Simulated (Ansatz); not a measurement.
Mulliken charges of `O[BH][SnH2][F]` from r2SCAN/def2-TZVPP in Ansatz (PBE0-D4/def2-TZVP geometry).

```csv
atom,x (Å),y (Å),z (Å),charge (e)
O1,-0.704,1.606,-0.657,-0.237
B2,-0.146,1.198,0.484,0.008
Sn3,0.425,-0.991,0.331,0.765
F4,-0.290,-0.978,-1.512,-0.535
H5,-0.754,0.893,-1.321,0.252
H6,-0.014,1.960,1.394,-0.007
H7,2.038,-1.513,0.130,-0.123
H8,-0.463,-2.233,1.095,-0.123
```

Task: By hand: the dipole of these point charges (1 e Å = 4.8032 D).

Result: Σ q r = (0.262, 0.066, 0.728) e Å, of length 0.777 e Å = 3.73 D.

Task: How does the dipole of the full density compare? (An estimate is asked.)

Result: Computed: (0.162, -0.010, 0.412) e Å, 2.13 D; the point charges give 1.75 times that, at 6° from its direction.

Point charges leave out the atoms' own dipoles, such as those of lone pairs, and Mulliken's split depends on the basis, so the two needn't agree.
